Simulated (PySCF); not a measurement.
PySCF job for MoO2F2, SMILES [O]=[Mo](=[O])([F])[F], multiplicity 1, TDDFT-CAM-B3LYP/def2-SVPD. Geometry optimised at B3LYP-D3(BJ)/def2-SVP. The spin state was assumed, not searched. The def2 effective core potentials stand for the cores of Mo; spin–orbit coupling is left out.

```python
import numpy as np
from pyscf import gto, scf, dft, tdscf

mol = gto.M(
    atom='''
    Mo    0.00000000    0.00000000    0.03550448
    O     0.00000001    1.34106515    1.03610908
    O    -0.00000000   -1.34106514    1.03610910
    F    -1.52508813   -0.00000000   -1.00382963
    F     1.52508811   -0.00000001   -1.00382965
    ''',
    basis='def2-SVPD',
    ecp={'Mo': 'def2-svp'},
    charge=0,
    spin=0,
    symmetry=True,
    max_memory=1600,
    verbose=4,
)
mf = dft.RKS(mol, xc='cam-b3lyp').density_fit(auxbasis='def2-universal-jkfit')
mf.grids.level = 3
mf.conv_tol = 1e-9
mf.max_cycle = 100
mf.kernel()
mf.grids = dft.Grids(mol).set(level=1).build(with_non0tab=True)  # coarser grid for the response kernel
td = tdscf.TDDFT(mf)
td.singlet = True
td.nstates = 10
td.conv_tol = 1e-4
td.positive_eig_threshold = 1e-6
td.kernel(x0=td.get_init_guess(mf, 15))
td.analyze()
tt = tdscf.TDA(mf)
tt.singlet = False
tt.nstates = 4
tt.conv_tol = 1e-4
tt.positive_eig_threshold = 1e-6
tt.kernel(x0=tt.get_init_guess(mf, 9))
tt.analyze(verbose=3)
```

It prints:

```
PySCF version 2.14.0

[INPUT] verbose = 4
[INPUT] num. atoms = 5
[INPUT] num. electrons = 48
[INPUT] charge = 0
[INPUT] spin (= nelec alpha-beta = 2S) = 0
[INPUT] symmetry True subgroup None
[INPUT] Mole.unit = angstrom
[INPUT] Symbol           X                Y                Z      unit          X                Y                Z       unit  Magmom
[INPUT]  1 Mo     0.000000000000   0.000000000000   0.035504480000 AA    0.000000000000   0.000000000000   0.067093743395 Bohr   0.0
[INPUT]  2 O      0.000000010000   1.341065150000   1.036109080000 AA    0.000000018897   2.534245848699   1.957962396375 Bohr   0.0
[INPUT]  3 O      0.000000000000  -1.341065140000   1.036109100000 AA    0.000000000000  -2.534245829802   1.957962434170 Bohr   0.0
[INPUT]  4 F     -1.525088130000   0.000000000000  -1.003829630000 AA   -2.881998881525   0.000000000000  -1.896963076423 Bohr   0.0
[INPUT]  5 F      1.525088110000  -0.000000010000  -1.003829650000 AA    2.881998843731  -0.000000018897  -1.896963114218 Bohr   0.0

nuclear repulsion = 222.723882099492
point group symmetry = C2v
symmetry origin: [-2.48648180e-09 -2.48648191e-10  1.98918538e-09]
symmetry axis x: [ 1.00000000e+00 -2.28960233e-09 -1.68308509e-09]
symmetry axis y: [-2.28960234e-09 -1.00000000e+00 -6.27065733e-09]
symmetry axis z: [ 1.68308508e-09 -6.27065753e-09  1.00000000e+00]
num. orbitals of irrep A1 = 47
num. orbitals of irrep A2 = 17
num. orbitals of irrep B1 = 31
num. orbitals of irrep B2 = 31
number of shells = 48
number of NR pGTOs = 192
number of NR cGTOs = 126
basis = def2-SVPD
ecp = {'Mo': 'def2-svp'}


******** <class 'pyscf.df.df_jk.DFSymAdaptedRKS'> ********
method = DFSymAdaptedRKS
initial guess = minao
damping factor = 0
level_shift factor = 0
DIIS = <class 'pyscf.scf.diis.CDIIS'>
diis_start_cycle = 1
diis_space = 8
diis_damp = 0
SCF conv_tol = 1e-09
SCF conv_tol_grad = None
SCF max_cycles = 100
direct_scf = False
XC library pyscf.dft.libxc version 7.1.2
    S. Lehtola, C. Steigemann, M. J. T. Oliveira, and M. A. L. Marques,  SoftwareX 7, 1–5 (2018)
XC functionals = cam-b3lyp
    T. Yanai, D. P. Tew, and N. C. Handy,  Chem. Phys. Lett. 393, 51 (2004)
radial grids:
    Treutler-Ahlrichs [JCP 102, 346 (1995); DOI:10.1063/1.469408] (M4) radial grids

becke partition: Becke, JCP 88, 2547 (1988); DOI:10.1063/1.454033
pruning grids: <function nwchem_prune>
grids dens level: 3
symmetrized grids: True
atomic radii adjust function: <function treutler_atomic_radii_adjust>
small_rho_cutoff = 0
Freeze 0 electrons in irreps []
    48 free electrons in irreps A1 A2 B1 B2
Set gradient conv threshold to 3.16228e-05
Initial guess from minao.
tot grids = 79128
******** <class 'pyscf.df.df.DF'> ********
auxbasis = def2-universal-jkfit
Create RSH-DF object <pyscf.df.df.DF object> for omega=0.33
******** <class 'pyscf.df.df.DF'> ********
auxbasis = auxmol.basis = def2-universal-jkfit
init E= -410.119841158051
HOMO (B2) = -0.662694163409785  LUMO (A1) = -0.351380152295629  gap/eV = 8.47129
cycle= 1 E= -417.622242332051  delta_E= -7.5  |g|= 1.65  |ddm|= 3.51
HOMO (B2) = -0.24233755137476  LUMO (A1) = -0.160762131635845  gap/eV = 2.21978
cycle= 2 E= -413.184614478261  delta_E= 4.44  |g|= 5.06  |ddm|= 4.43
HOMO (B2) = -0.420125493535873  LUMO (A1) = -0.0638794783046102  gap/eV = 9.69395
cycle= 3 E= -418.046849597195  delta_E= -4.86  |g|= 0.662  |ddm|= 3.71
HOMO (B2) = -0.405533811991162  LUMO (A1) = -0.0963051334815432  gap/eV = 8.41454
cycle= 4 E= -418.104669454243  delta_E= -0.0578  |g|= 0.318  |ddm|= 0.594
HOMO (B2) = -0.437847806451838  LUMO (A1) = -0.105643608919088  gap/eV = 9.03974
cycle= 5 E= -418.121297045168  delta_E= -0.0166  |g|= 0.0478  |ddm|= 0.229
HOMO (B2) = -0.428902895234336  LUMO (A1) = -0.0928888690924765  gap/eV = 9.14341
cycle= 6 E= -418.121796234141  delta_E= -0.000499  |g|= 0.0106  |ddm|= 0.0663
HOMO (B2) = -0.430534218144706  LUMO (A1) = -0.093436435977555  gap/eV = 9.17290
cycle= 7 E= -418.121819498237  delta_E= -2.33e-05  |g|= 0.00147  |ddm|= 0.00972
HOMO (B2) = -0.430611010970989  LUMO (A1) = -0.0934378752198626  gap/eV = 9.17495
cycle= 8 E= -418.121820209666  delta_E= -7.11e-07  |g|= 0.00037  |ddm|= 0.00217
HOMO (B2) = -0.430632198533954  LUMO (A1) = -0.0934845266186954  gap/eV = 9.17426
cycle= 9 E= -418.121820323326  delta_E= -1.14e-07  |g|= 0.000108  |ddm|= 0.000928
HOMO (B2) = -0.430627817850411  LUMO (A1) = -0.0934828081928352  gap/eV = 9.17418
cycle= 10 E= -418.121820337056  delta_E= -1.37e-08  |g|= 4.25e-05  |ddm|= 0.000379
HOMO (B2) = -0.430631217197751  LUMO (A1) = -0.0934798184915451  gap/eV = 9.17436
cycle= 11 E= -418.121820337794  delta_E= -7.38e-10  |g|= 6.53e-06  |ddm|= 7.33e-05
HOMO (B2) = -0.430630248525278  LUMO (A1) = -0.0934784716719186  gap/eV = 9.17437
Extra cycle  E= -418.121820337836  delta_E= -4.18e-11  |g|= 4.76e-06  |ddm|= 1.97e-05
converged SCF energy = -418.121820337836
tot grids = 29136
Overwritten attributes  positive_eig_threshold  of <class 'pyscf.tdscf.rks.TDDFT'>


******** <class 'pyscf.tdscf.rks.TDDFT'> for <class 'pyscf.df.df_jk.DFSymAdaptedRKS'> ********
nstates = 10 singlet
deg_eia_thresh = 1.000e-03
wfnsym = None
conv_tol = 0.0001
eigh lindep = 1e-12
eigh level_shift = 0
eigh max_cycle = 100


Excitation energies (eV)
[4.81820413 4.86849968 5.62040832 5.88832761 5.95695133 6.06709563
 6.1619584  6.26377513 6.83722088 6.9756491 ]

** Singlet excitation energies and oscillator strengths **
Excited State   1:   B1      4.81820 eV    257.32 nm  f=0.0006
      24 -> 26       -0.69731
Excited State   2:   B2      4.86850 eV    254.67 nm  f=0.0052
      23 -> 26        0.15408
      24 -> 25       -0.68299
Excited State   3:   B1      5.62041 eV    220.60 nm  f=0.0053
      23 -> 25        0.69592
Excited State   4:   A2      5.88833 eV    210.56 nm  f=0.0000
      21 -> 25        0.31263
      22 -> 26        0.51427
      24 -> 27       -0.34954
Excited State   5:  ???      5.95695 eV    208.13 nm  f=0.0022
      21 -> 26       -0.23434
      22 -> 25       -0.64263
      23 -> 27       -0.16018
Excited State   6:   A2      6.06710 eV    204.36 nm  f=0.0000
      19 -> 26        0.11226
      22 -> 26        0.39917
      24 -> 27        0.56633
Excited State   7:   A2      6.16196 eV    201.21 nm  f=0.0000
      21 -> 25       -0.62587
      22 -> 26        0.24987
      24 -> 27       -0.19224
Excited State   8:   B2      6.26378 eV    197.94 nm  f=0.0045
      20 -> 25       -0.17362
      23 -> 26        0.58839
      24 -> 28       -0.29099
      24 -> 29        0.13910
Excited State   9:   B2      6.83722 eV    181.34 nm  f=0.0010
      20 -> 25        0.62210
      24 -> 28       -0.29459
      24 -> 29        0.12559
Excited State  10:   B1      6.97565 eV    177.74 nm  f=0.0003
      17 -> 26        0.13137
      20 -> 26        0.42716
      22 -> 27       -0.53405

** Transition electric dipole moments (AU) **
state          X           Y           Z        Dip. S.      Osc.
  1         0.0733     -0.0000      0.0000      0.0054      0.0006
  2         0.0000      0.2082     -0.0000      0.0433      0.0052
  3        -0.1965      0.0000     -0.0000      0.0386      0.0053
  4        -0.0000     -0.0000      0.0000      0.0000      0.0000
  5         0.0000      0.0000     -0.1238      0.0153      0.0022
  6         0.0000      0.0000      0.0000      0.0000      0.0000
  7        -0.0000      0.0000     -0.0000      0.0000      0.0000
  8        -0.0000     -0.1710      0.0000      0.0292      0.0045
  9         0.0000     -0.0783      0.0000      0.0061      0.0010
 10         0.0432     -0.0000      0.0000      0.0019      0.0003

WARN: ECP detected. Skipping calculation of transition velocity and magnetic dipole moments, which have not yet been implemented.

Overwritten attributes  positive_eig_threshold  of <class 'pyscf.tdscf.rks.TDA'>


******** <class 'pyscf.tdscf.rks.TDA'> for <class 'pyscf.df.df_jk.DFSymAdaptedRKS'> ********
nstates = 4 triplet
deg_eia_thresh = 1.000e-03
wfnsym = None
conv_tol = 0.0001
eigh lindep = 1e-12
eigh level_shift = 0
eigh max_cycle = 100


Excitation energies (eV)
[4.25066546 4.44927859 5.09263436 5.12847255]

** Triplet excitation energies and oscillator strengths **
Excited State   1:   B2      4.25067 eV    291.68 nm  f=0.0000
Excited State   2:   B1      4.44928 eV    278.66 nm  f=0.0000
Excited State   3:   B2      5.09263 eV    243.46 nm  f=0.0000
Excited State   4:   A1      5.12847 eV    241.76 nm  f=0.0000
```

The calculation finished and met its thresholds.
